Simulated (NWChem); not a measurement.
The numbers come from NWChem runs, not from measurements. System: diboron tetrafluoride (B2F4), charge 0, spin multiplicity 1, at a geometry optimised with B3LYP/def2-SVP. Level: MP2/def2-TZVP, 6 core orbitals frozen.

The NWChem input:

```
start mol
memory heap 200 mb stack 900 mb global 1100 mb
geometry units angstroms nocenter noautoz
  F      0.000000    -1.124344    -1.555462
  B      0.000000     0.000000    -0.861539
  F      0.000000     1.124344    -1.555462
  B      0.000000     0.000000     0.861539
  F      1.124344     0.000000     1.555461
  F     -1.124344     0.000000     1.555461
  symmetry group C2v
end
basis spherical
  * library def2-tzvp
end
scf
  rhf
  nopen 0
  maxiter 100
  thresh 1e-7
  semidirect memsize 60000000 filesize 0
end
mp2
  freeze core 6
end
task mp2 energy
```

Output (cleaned and shortened):

```
             Northwest Computational Chemistry Package (NWChem) 7.3.0
             --------------------------------------------------------

                                NWChem Input Module
                                -------------------

 Scaling coordinates for geometry "geometry" by  1.889725989
 (inverse scale =  0.529177249)

 Turning off AUTOSYM since
 SYMMETRY directive was detected!

                             Geometry "geometry" -> ""
                             -------------------------

 Output coordinates in angstroms (scale by  1.889725989 to convert to a.u.)

  No.       Tag          Charge          X              Y              Z
 ---- ---------------- ---------- -------------- -------------- --------------
    1 F                    9.0000     0.00000000    -1.12434400    -1.55546200
    2 B                    5.0000     0.00000000     0.00000000    -0.86153900
    3 F                    9.0000     0.00000000     1.12434400    -1.55546200
    4 B                    5.0000     0.00000000     0.00000000     0.86153900
    5 F                    9.0000     1.12434400     0.00000000     1.55546100
    6 F                    9.0000    -1.12434400     0.00000000     1.55546100

 Effective nuclear repulsion energy (a.u.)     202.7003659806

            Nuclear Dipole moment (a.u.)
            ----------------------------
        X                 Y               Z
 ---------------- ---------------- ----------------
     0.0000000000     0.0000000000    -0.0000340151

      Symmetry information
      --------------------

 Group name             C2v
 Group number             16
 Group order               4
 No. of unique centers     4

      Symmetry unique atoms

     1    2    4    5


 Summary of "ao basis" -> "" (spherical)
 ------------------------------------------------------------------------------
       Tag                 Description            Shells   Functions and Types
 ---------------- ------------------------------  ------  ---------------------
 *                         def2-tzvp                  on all atoms

 Summary of "ao basis" -> "ao basis" (spherical)
 ------------------------------------------------------------------------------
       Tag                 Description            Shells   Functions and Types
 ---------------- ------------------------------  ------  ---------------------
 F                         def2-tzvp                11       31   5s3p2d1f
 B                         def2-tzvp                11       31   5s3p2d1f

                                 NWChem SCF Module
                                 -----------------

  ao basis        = "ao basis"
  functions       =   186
  atoms           =     6
  closed shells   =    23
  open shells     =     0
  charge          =   0.00
  wavefunction    = RHF
  use symmetry    = T
  symmetry adapt  = T

 Summary of "ao basis" -> "ao basis" (spherical)
 ------------------------------------------------------------------------------
       Tag                 Description            Shells   Functions and Types
 ---------------- ------------------------------  ------  ---------------------
 F                         def2-tzvp                11       31   5s3p2d1f
 B                         def2-tzvp                11       31   5s3p2d1f

      Symmetry analysis of basis
      --------------------------

        a1         70
        a2         26
        b1         45
        b2         45

 Forming initial guess at       0.1s

      Superposition of Atomic Density Guess
[...]
  ----- ------------  ---------------      ----- ------------  ---------------
    35      2.285005  2 B  s                 97      2.285016  4 B  s
    36     -1.540949  2 B  s                 98     -1.540957  4 B  s
    42     -0.458839  2 B  pz               104      0.458839  4 B  pz
     5     -0.451455  1 F  s                 67     -0.451455  3 F  s
   129     -0.451458  5 F  s                160     -0.451458  6 F  s

 center of mass
 --------------
 x =   0.00000000 y =   0.00000000 z =  -0.00000073

 moments of inertia (a.u.)
 ------------------
         886.482623933040           0.000000000000           0.000000000000
           0.000000000000         886.482623933040           0.000000000000
           0.000000000000           0.000000000000         343.062385688551

  Mulliken analysis of the total density
  --------------------------------------

    Atom       Charge   Shell Charges
 -----------   ------   -------------------------------------------------------
    1 F    9     9.32   0.77  1.20  0.60  0.99  0.37  2.25  2.28  0.86  0.00  0.01  0.00
    2 B    5     4.36   0.91  1.07  0.48  0.24  0.04  0.85  0.43  0.02  0.13  0.13  0.06
    3 F    9     9.32   0.77  1.20  0.60  0.99  0.37  2.25  2.28  0.86  0.00  0.01  0.00
    4 B    5     4.36   0.91  1.07  0.48  0.24  0.04  0.85  0.43  0.02  0.13  0.13  0.06
    5 F    9     9.32   0.77  1.20  0.60  0.99  0.37  2.25  2.28  0.86  0.00  0.01  0.00
    6 F    9     9.32   0.77  1.20  0.60  0.99  0.37  2.25  2.28  0.86  0.00  0.01  0.00

       Multipole analysis of the density wrt the origin
       ------------------------------------------------

     L   x y z        total         open         nuclear
     -   - - -        -----         ----         -------
     0   0 0 0     -0.000000      0.000000     46.000000

     1   1 0 0      0.000000      0.000000      0.000000
     1   0 1 0      0.000000      0.000000      0.000000
     1   0 0 1      0.000003      0.000000     -0.000034

     2   2 0 0    -23.044516      0.000000     81.258460
     2   1 1 0      0.000000      0.000000      0.000000
     2   1 0 1     -0.000000      0.000000      0.000000
     2   0 2 0    -23.044519      0.000000     81.258460
     2   0 1 1     -0.000000      0.000000      0.000000
     2   0 0 2    -26.723227      0.000000    337.547968

                   NWChem MP2 Semi-direct Energy/Gradient Module
                   ---------------------------------------------

  Basis functions       =    186
  Molecular orbitals    =    186
  Frozen core           =      6
  Frozen virtuals       =      0
  Active alpha occupied =     17
  Active beta occupied  =     17
  Active alpha virtual  =    163
  Active beta virtual   =    163
  Use MO symmetry       = T
  Use skeleton AO sym   = T

  AO/Fock/Back tols     =   1.0D-09  1.0D-09  1.0D-09

 GA uses MA = F    GA memory limited = T

 Available:
  local mem=  1.26D+08
 global mem=  1.44D+08
 local disk=  0.00D+00
  mp2_memr nvloc                   163
  nvloc new                   163
   1 passes of  17:        5242880                     209070                 146034308.
   1 passes of  17: M    126095497           G      144110008           F     120852617.
  mp2_memr nvloc                   163
  nvloc new                   163
   2 passes of   9:        5242880                     143896                  77340109.
   2 passes of   9: M    126095497           G      144110008           F     120852617.

 Semi-direct pass number   1 of   2  for RHF alpha+beta  at        9.3s
  vrange nnbf                 15494
  mp2_eaftype                   295  avail_ma_in_mb                  1099
 EAF : mp2_eaftype filesize         295   38670055.
  mp2_eaf for mointskh                    295
Node 0 wrote    181.8 Mb in      0.3 s     Agg I/O rate:   559.3 Mb/s
 Done moints_semi at       29.9s
  mp2_eaftype                   295  avail_ma_in_mb                   804
 EAF : mp2_eaftype filesize         295   38670055.
  mp2_eaf for kh                   295
 Done maket at       30.7s
 Semi-direct pass number   2 of   2  for RHF alpha+beta  at       30.7s
  vrange nnbf                 15494
  mp2_eaftype                   295  avail_ma_in_mb                   804
 EAF : mp2_eaftype filesize         295   38670055.
  mp2_eaf for mointskh                    295
Node 0 wrote    161.6 Mb in      0.3 s     Agg I/O rate:   640.5 Mb/s
 Done moints_semi at       51.2s
  mp2_eaftype                   295  avail_ma_in_mb                   804
 EAF : mp2_eaftype filesize         295   38670055.
  mp2_eaf for kh                   295
 Done maket at       51.9s
 Done multipass loop at       51.9s

          -------------------------------------------
          SCF energy                -447.568725315566
          Correlation energy          -1.167262365866
          Singlet pairs               -0.707044154105
          Triplet pairs               -0.460218211761
          Total MP2 energy          -448.735987681432
          -------------------------------------------

          ---------------------------------------------------
                    Spin Component Scaled (SCS) MP2
          Same spin pairs                     -0.306812141174
          Same spin scaling factor             0.333333333333
          Opposite spin pairs                 -0.860450224692
          Opposite spin scaling fact.          1.200000000000
          SCS-MP2 correlation energy          -1.134810983355
          Total SCS-MP2 energy              -448.703536298921
          ---------------------------------------------------

 -----------------------
 Performance information
 -----------------------

 Timer overhead =  1.24D-07 seconds/call

               Nr. of calls         CPU time (s)                 Wall time (s)                GFlops
             ---------------    -------------------     ------------------------------   -------------------
Name         Min   Avg   Max    Min     Avg     Max     Min     Avg     Max   Mx/calls   Min     Max     Sum
mp2: moin     2     2     2    41.     41.     41.      41.     41.     41.     21.      0.0     0.0     0.0
mp2: make     2     2     2    1.6     1.6     1.6      1.6     1.6     1.6    0.81      0.0     0.0     0.0
mp2: tota     1     1     1    43.     43.     43.      43.     43.     43.     43.      0.0     0.0     0.0

 The average no. of pstat calls per process was 5.00D+00
 with a timing overhead of 6.19D-07s

 Task  times  cpu:       51.9s     wall:       51.9s

 Total times  cpu:       51.9s     wall:       51.9s
```
